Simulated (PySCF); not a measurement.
Positional isomers: furan mercapto+boryl. Isolated molecules, 0 K electronic values unless said otherwise. One relaxed conformer stands for each flexible species; it need not be the lowest. Strings in code marks are SMILES.

Computed with PBE0-D3(BJ)/def2-TZVP // PBE0-D3(BJ)/def2-SVP run with PySCF. Excitations are Tamm–Dancoff values on a coarser integration grid. The basis has no diffuse functions, so Rydberg states are missing or too high.

```json
[
 {"species": "`Bc1cc(S)co1`", "S1 excitation (TDA) (eV)": "4.27", "HOMO (eV)": "-7.16", "HOMO–LUMO gap (eV)": "5.03"},
 {"species": "`Bc1ccc(S)o1`", "S1 excitation (TDA) (eV)": "4.51", "HOMO (eV)": "-6.56", "HOMO–LUMO gap (eV)": "[?]"},
 {"species": "`c1(occ(c1)B)S`", "S1 excitation (TDA) (eV)": "[?]", "HOMO (eV)": "-6.98", "HOMO–LUMO gap (eV)": "5.16"},
 {"species": "`Bc1occc1S`", "S1 excitation (TDA) (eV)": "4.21", "HOMO (eV)": "-6.72", "HOMO–LUMO gap (eV)": "[?]"}
]
```

Q: What belongs in the gaps?

A: 
- `Bc1ccc(S)o1`, HOMO–LUMO gap (eV): 4.68
- `c1(occ(c1)B)S`, S1 excitation (TDA) (eV): 4.47
- `Bc1occc1S`, HOMO–LUMO gap (eV): 4.70
